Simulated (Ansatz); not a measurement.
Abridged output of a molecular run in Ansatz:

```
Functional definition: HF
1553 factors; integrals over basis functions are off by at most 1.2e-3 eV
mean field evaluation 1: about -67528.9622 eV, gradient 4.3e1 eV
mean field evaluation 2: about -67529.1584 eV, gradient 4.3e1 eV
mean field evaluation 4: about -67533.1918 eV, gradient 3.9e0 eV
mean field evaluation 8: about -67533.2529 eV, gradient 2.1e-1 eV
mean field -67533.25312966 eV, -2481.8012768321 hartree, gradient 5.7e-6 eV, S^2 0.000000; 0 other end points of the search recorded, 0 dependent functions left out
16 core orbitals not correlated: weight in the atoms' cores, before any rotation towards them, 1.000 or more for the frozen orbitals, at most 0.000 for the correlated occupied ones
reference -67533.25312966 eV, -2481.8012768321 hartree; 18, 18 occupied and 230, 230 virtual orbitals, 1553 factors
second order -22.08700557 eV of doubles, -0.00000000 eV of singles
cycle   1  -22.48678926 eV  change   -4.0e-1 eV  update   1.0e-1
cycle   2  -23.13905703 eV  change   -6.5e-1 eV  update   3.0e-2
cycle   3  -23.23626535 eV  change   -9.7e-2 eV  update   1.4e-2
cycle   4  -23.22556430 eV  change    1.1e-2 eV  update   3.1e-3
cycle   5  -23.22524872 eV  change    3.2e-4 eV  update   1.2e-3
cycle   6  -23.22518402 eV  change    6.5e-5 eV  update   3.2e-4
cycle   7  -23.22501832 eV  change    1.7e-4 eV  update   1.1e-4
cycle   8  -23.22501424 eV  change    4.1e-6 eV  update   3.4e-5
perturbative correction -0.81718836 eV, -0.0300311182 hartree
Total energy: -67557.29533227 eV, -2482.6848114813 hartree
```

Its atoms:

```xyz
12

O     1.609   -2.126   -0.020
Si    0.662   -0.935    0.619
C     0.003    0.070   -0.790
Ge   -1.155    1.552   -0.239
H     2.027   -2.738    0.588
H    -0.462   -1.521    1.404
H     1.454   -0.072    1.542
H     0.836    0.486   -1.364
H    -0.570   -0.575   -1.463
H    -0.379    2.527    0.663
H    -1.655    2.314   -1.479
H    -2.370    1.018    0.539
```

Problem. Which basis set was used?
A. def2-TZVPPD
B. def2-TZVPP
C. def2-SVP
D. def2-SVPD

Solution. B. It gives 264 functions.

Problem. Write the keys of the input that set method, charge and spin (a neutral closed shell needs none for the last two).

Solution. 
```yaml
correlation: {method: ccsd_t}
```
